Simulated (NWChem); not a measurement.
System: SrCl$_{2}$, triplet; SMILES of the neutral closed-shell parent [Sr]([Cl])[Cl]

Input file for NWChem:

```
start job
memory heap 200 mb stack 900 mb global 1100 mb
geometry units angstroms
  Sr     0.693008    -0.528923     0.594513
  Cl     0.074085     0.881817    -1.615692
  Cl    -1.786393     0.425487     0.145989
end
basis spherical
  * library def2-svp
end
ecp
  Sr library def2-ecp
end
dft
  odft
  mult 3
  xc pbe0
  iterations 150
end
driver
  maxiter 120
end
task dft optimize
dft
  grid fine
  convergence energy 1d-8 density 1d-7
end
task dft freq numerical
```

Output (shortened):

```
             Northwest Computational Chemistry Package (NWChem) 7.3.0
             --------------------------------------------------------

 C2V symmetry detected

                             Geometry "geometry" -> ""
                             -------------------------

 Output coordinates in angstroms (scale by  1.889725989 to convert to a.u.)

  No.       Tag          Charge          X              Y              Z
 ---- ---------------- ---------- -------------- -------------- --------------
    1 Sr                  38.0000     0.00000000     0.00000000    -1.11404383
    2 Cl                  17.0000     0.00000000     1.30126237     1.24510781
    3 Cl                  17.0000     0.00000000    -1.30126237     1.24510781

 Effective nuclear repulsion energy (a.u.)     312.5263537017

      Symmetry information
      --------------------

 Group name             C2v
 Group number             16
 Group order               4
 No. of unique centers     2

                                Z-matrix (autoz)
                                --------

 Units are Angstrom for bonds and degrees for angles

      Type          Name      I     J     K     L     M      Value
      ----------- --------  ----- ----- ----- ----- ----- ----------
    1 Stretch                  1     2                       2.69423
    2 Stretch                  1     3                       2.69423
    3 Bend                     2     1     3                57.76056

                           NWChem Geometry Optimization
                           ----------------------------

 maximum gradient threshold         (gmax) =   0.000450
 rms gradient threshold             (grms) =   0.000300
 maximum cartesian step threshold   (xmax) =   0.001800
 rms cartesian step threshold       (xrms) =   0.001200
 fixed trust radius                (trust) =   0.300000
 source of zmatrix                         =   autoz

          -------------------
          Energy Minimization
          -------------------

 Using diagonal initial Hessian
 Scaling for Hessian diagonals: bonds = 1.00  angles = 0.25  torsions = 0.10

          --------
          Step   0

                                 NWChem DFT Module
                                 -----------------

 Summary of "ao basis" -> "ao basis" (spherical)
 ------------------------------------------------------------------------------
       Tag                 Description            Shells   Functions and Types
 ---------------- ------------------------------  ------  ---------------------
 Sr                         def2-svp                 9       23   4s3p2d
 Cl                         def2-svp                 8       18   4s3p1d

      Symmetry analysis of basis
      --------------------------

        a1         24
        a2          7
        b1         10
        b2         18

            General Information
            -------------------
          SCF calculation type: DFT
          Wavefunction type:  spin polarized.
          No. of atoms     :     3
          No. of electrons :    44
           Alpha electrons :    23
            Beta electrons :    21
          Charge           :     0
          Spin multiplicity:     3
          Use of symmetry is: on ; symmetry adaption is: on
          Maximum number of iterations: 150
          AO basis - number of functions:    59
                     number of shells:    25
          Convergence on energy requested:  1.00D-06
          Convergence on density requested:  1.00D-05
          Convergence on gradient requested:  5.00D-04

              XC Information
              --------------
                         PBE0 Method XC Functional
                     Hartree-Fock (Exact) Exchange  0.250
          PerdewBurkeErnzerhof Exchange Functional  0.750
            Perdew 1991 LDA Correlation Functional  1.000 local
           PerdewBurkeErnz. Correlation Functional  1.000 non-local

             Grid Information
             ----------------
          Grid used for XC integration:  medium
          Radial quadrature: Mura-Knowles
          Angular quadrature: Lebedev.
          Tag              B.-S. Rad. Rad. Pts. Rad. Cut. Ang. Pts.
          ---              ---------- --------- --------- ---------
          Sr                  2.00      123          10.0       590
          Cl                  1.00       88          10.0       590
          Grid pruning is: on
          Number of quadrature shells:   211
          Spatial weights used:  Erf1

      Superposition of Atomic Density Guess
      -------------------------------------

 Sum of atomic energies:        -953.52768119

      Non-variational initial energy
      ------------------------------

 Total energy =    -949.048787
 1-e energy   =   -1569.689383
 2-e energy   =     495.097749
 HOMO         =      -0.327095
 LUMO         =      -0.124251

   Symmetry analysis of molecular orbitals - initial alpha
   -------------------------------------------------------

  Numbering of irreducible representations:

     1 a1          2 a2          3 b1          4 b2

  Orbital symmetries:

     1 a1          2 b2          3 a1          4 b2          5 a1
     6 b2          7 a1          8 b2          9 b1         10 a2
    11 a1         12 a1         13 b2         14 b1         15 a1
    16 b2         17 a1         18 a1         19 b1         20 b2
    21 a2         22 b2         23 a1         24 b1         25 b2
    26 a1         27 a1         28 a2         29 b1         30 b2
    31 a1         32 a1         33 b1

[...]

      ----------------------
      Optimization converged
      ----------------------

  Step       Energy      Delta E   Gmax     Grms     Xrms     Xmax
  ---- ---------------- -------- -------- -------- -------- --------
@    5    -950.55352049 -1.2D-08  0.00000  0.00000  0.00009  0.00021
                                     ok       ok       ok       ok

                                Z-matrix (autoz)
                                --------

 Units are Angstrom for bonds and degrees for angles

      Type          Name      I     J     K     L     M      Value     Gradient
      ----------- --------  ----- ----- ----- ----- ----- ---------- ----------
    1 Stretch                  1     2                       2.79028    0.00000
    2 Stretch                  1     3                       2.79028    0.00000
    3 Bend                     2     1     3                56.77939    0.00000

                         Geometry "geometry" -> "geometry"
                         ---------------------------------

 Output coordinates in angstroms (scale by  1.889725989 to convert to a.u.)

  No.       Tag          Charge          X              Y              Z
 ---- ---------------- ---------- -------------- -------------- --------------
    1 Sr                  38.0000     0.00000000     0.00000000    -1.17774491
    2 Cl                  17.0000     0.00000000     1.32668262     1.27695835
    3 Cl                  17.0000     0.00000000    -1.32668262     1.27695835

 Effective nuclear repulsion energy (a.u.)     302.6652994647

      Symmetry information
      --------------------

 Group name             C2v
 Group number             16
 Group order               4
 No. of unique centers     2

                Final and change from initial internal coordinates
                --------------------------------------------------

                                Z-matrix (autoz)
                                --------

 Units are Angstrom for bonds and degrees for angles

      Type          Name      I     J     K     L     M      Value       Change
      ----------- --------  ----- ----- ----- ----- ----- ---------- ----------
    1 Stretch                  1     2                       2.79028    0.09605
    2 Stretch                  1     3                       2.79028    0.09605
    3 Bend                     2     1     3                56.77939   -0.98117

[...]

 Rotational Constants
 --------------------
 A=   0.136948 cm-1  (  0.197033 K)
 B=   0.071829 cm-1  (  0.103344 K)
 C=   0.047116 cm-1  (  0.067789 K)

 Temperature                      =   298.15K
 frequency scaling parameter      =   1.0000

 Zero-Point correction to Energy  =    0.955 kcal/mol  (  0.001522 au)
 Thermal correction to Energy     =    3.727 kcal/mol  (  0.005939 au)
 Thermal correction to Enthalpy   =    4.319 kcal/mol  (  0.006882 au)

 Total Entropy                    =   73.231 cal/mol-K
   - Translational                =   41.060 cal/mol-K (mol. weight = 157.8433)
   - Rotational                   =   26.256 cal/mol-K (symmetry #  =        2)
   - Vibrational                  =    5.915 cal/mol-K

 Cv (constant volume heat capacity) =   11.362 cal/mol-K
   - Translational                  =    2.979 cal/mol-K
   - Rotational                     =    2.979 cal/mol-K
   - Vibrational                    =    5.403 cal/mol-K

[normal modes left out]

 ----------------------------------------------------------------------------
 Normal Eigenvalue ||           Projected Infra Red Intensities
  Mode   [cm**-1]  || [atomic units] [(debye/angs)**2] [(KM/mol)] [arbitrary]
 ------ ---------- || -------------- ----------------- ---------- -----------
    1       -0.000 ||    0.000524           0.012         0.511       1.332
    2       -0.000 ||    0.000665           0.015         0.648       1.690
    3        0.000 ||    0.000822           0.019         0.802       2.089
    4        0.000 ||    0.000514           0.012         0.501       1.306
    5        0.000 ||    0.000514           0.012         0.501       1.306
    6        0.000 ||    0.000025           0.001         0.025       0.064
    7      186.893 ||    0.000159           0.004         0.155       0.405
    8      199.695 ||    0.021364           0.493        20.827      54.283
    9      281.697 ||    0.010834           0.250        10.561      27.527
 ----------------------------------------------------------------------------
```

Level: PBE0/def2-SVP with def2 effective core potentials on Sr, spin-unrestricted. In the optimisation the excess spin sits in a1 and b2 (C2v, its own frame). This spin state was assumed; another may lie lower. def2 effective core potentials on Sr; no spin-orbit coupling.
